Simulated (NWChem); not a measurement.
System: C₂H₄AuNO; SMILES C[N+]#[C-]->[Au][OH]

```xyz
9

Au    -0.0011    -0.5132     0.0000
O     -0.0724    -2.4633     0.0001
H      0.8152    -2.8379     0.0001
C      0.0005     3.9648     0.0000
N     -0.0090     2.5596     0.0000
C     -0.0165     1.3929     0.0000
H      1.0363     4.3323     0.0422
H     -0.5486     4.3459     0.8735
H     -0.4759     4.3457    -0.9153
```
Atoms are numbered in this order, from 1.

All runs: NWChem. Medium grid unless said otherwise, to which SCAN and Minnesota functionals are sensitive. The geometry was optimised at PBE0/def2-SVP. Not confirmed as a minimum by frequencies. def2 effective core potentials on Au; no spin-orbit coupling.

Problem. Order these by “dipole (D)”, lowest first: PBE/def2-SVP; B3LYP/def2-SVP; MPW1K/def2-SVP; LRC-wPBEh/def2-SVP.

Solution. PBE/def2-SVP (7.13), B3LYP/def2-SVP (7.70), LRC-wPBEh/def2-SVP (8.02), MPW1K/def2-SVP (8.29)
